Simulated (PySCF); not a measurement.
**Nuclear quadrupole coupling in `C[SiH](N)N`**

Species: CH8N2Si.
Z-matrix (Å and degrees, PBE0-D3(BJ)/def2-SVP geometry), rows numbered from 1:
```
C 
Si  1  1.8782
N   2  1.7317  1  105.69
N   2  1.7269  1  117.09  3  -118.64
H   1  1.1029  2  111.33  3   -62.65
H   1  1.1018  2  111.09  3    57.60
H   1  1.1011  2  110.71  3   177.88
H   2  1.5040  1  107.62  3   125.52
H   3  1.0138  2  119.59  1    37.77
H   3  1.0143  2  119.05  1   179.29
H   4  1.0124  2  120.42  1   -90.58
H   4  1.0131  2  121.37  1    59.18
```

Field gradients from the PBE0/pcSseg-1 density (PySCF, non-relativistic), principal values in atomic units, ordered |Vxx| ≤ |Vyy| ≤ |Vzz|:

```tsv
atom	Vxx	Vyy	Vzz
N3	0.2995	0.6309	-0.9304
N4	0.3241	0.6476	-0.9717
```

Q: Find the asymmetry η = (Vxx − Vyy)/Vzz and the couplings χ = eQV/h (234.96 MHz × Q in barn × V in au), with Q(14N) = 0.02044 b.

A: 
```tsv
atom	environment	nucleus	η	χzz (MHz)	χxx (MHz)	χyy (MHz)
N3	silicon-bound nitrogen	14N	0.36	-4.468	1.438	3.030
N4	silicon-bound nitrogen	14N	0.33	-4.667	1.556	3.110
```

The tensor is traceless: Vxx + Vyy + Vzz = 0.

Q: What is Vzz at N3 in SI units (1 au = 9.71736 × 10²¹ V/m²)?

A: -0.9304 au = -9.041 × 10²¹ V/m².

Q: What couplings would deuterons (Q(2H) = 0.00286 b) have in place of the hydrogens, at this geometry?

A: 
```tsv
atom	bonded to	bond length (Å)	Vzz (au)	η	χzz (kHz)
H5	C1	1.103	0.2971	0.02	200
H6	C1	1.102	0.2984	0.02	200
H7	C1	1.101	0.2996	0.02	201
H8	Si2	1.504	0.1323	0.03	89
H9	N3	1.014	0.4131	0.17	278
H10	N3	1.014	0.4111	0.16	276
H11	N4	1.012	0.4169	0.17	280
H12	N4	1.013	0.4153	0.17	279
```

Isolated species at its PBE0-D3(BJ)/def2-SVP geometry (one conformer only). With so small a basis the couplings can be 20 % off.
